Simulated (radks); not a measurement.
The fluorine anion F- inside a hard spherical wall (all orbitals vanish at R), configuration held at [Ne] and not refilled when levels cross. Method: non-relativistic Kohn-Sham, PBE, spin-polarised, spherical densities, point nucleus; computed with a radial shooting solver on a logarithmic mesh with Libxc functionals. Eigenvalues in eV for spin up, with the zero of energy where the potential of the charges vanishes at infinity; a dash marks a level that is unbound or too diffuse for the functional's potential to be trusted. A positive occupied level is held by the wall or, in an anion where self-interaction has pushed it up, behind a barrier. The pressure on the wall is -dE/dV.

R (bohr)	E (hartree)	kinetic (hartree)	e(1s)	e(2s)	e(2p)	e(3s, empty)	e(3p, empty)	pressure (GPa)
15	-99.81115	99.533	-648.56	-16.874	1.341	3.228	3.645	0.000224
7	-99.80632	99.555	-647.93	-16.333	1.860	7.875	10.266	0.191
6	-99.79955	99.583	-647.42	-15.913	2.272	10.039	13.248	0.701
5	-99.77974	99.664	-646.30	-15.059	3.137	13.961	18.349	3.15
4	-99.71019	99.938	-643.57	-13.119	5.197	22.322	28.318	18.9
3.5	-99.61283	100.309	-640.67	-11.183	7.335	30.508	37.365	54.1
1.5	-91.44944	122.149	-557.44	52.974	75.168	278.26	258.75	21500
